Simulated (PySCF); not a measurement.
BrH3S3Ti, SMILES [SH][Ti]([SH])([SH])[Br], multiplicity 1.

Geometry: PBE0-D3(BJ)/def2-SVP. The spin state was assumed, not searched. The values are those of a single conformer.

Two levels are set side by side: PBE/def2-TZVP (PySCF) and HF/def2-TZVP (PySCF). Same geometry, gas phase. Differences are taken from unrounded values.

```json
[
 {"quantity": "orbital gap (eV)", "HF": "11.52"},
 {"quantity": "highest occupied level (eV)", "HF": "-10.71"},
 {"quantity": "lowest empty level (eV)", "HF": "0.81"},
 {"quantity": "dipole moment (D)", "HF": "1.01"},
 {"quantity": "mean polarisability (bohr³)", "HF": "109.9"}
]
```

What does PBE give, and how far is it from HF? (An estimate is asked for; the answer gives what the named calculation found.)


| quantity | PBE | PBE minus HF |
|---|---|---|
| orbital gap (eV) | 2.85 | -8.67 |
| highest occupied level (eV) | -6.84 | 3.88 |
| lowest empty level (eV) | -3.98 | -4.79 |
| dipole moment (D) | 0.89 | -0.12 |
| mean polarisability (bohr³) | 123.4 | 13.5 |

PBE's occupied levels lie high since its potential decays too fast outside the molecule; exact exchange lowers them and widens the gap. PBE's more diffuse valence density responds more strongly to a field. Differences between two approximate levels are no errors against the true value.

Rough cost on one machine, each run with all the roots and properties that it gave: HF against PBE within a factor of 2.
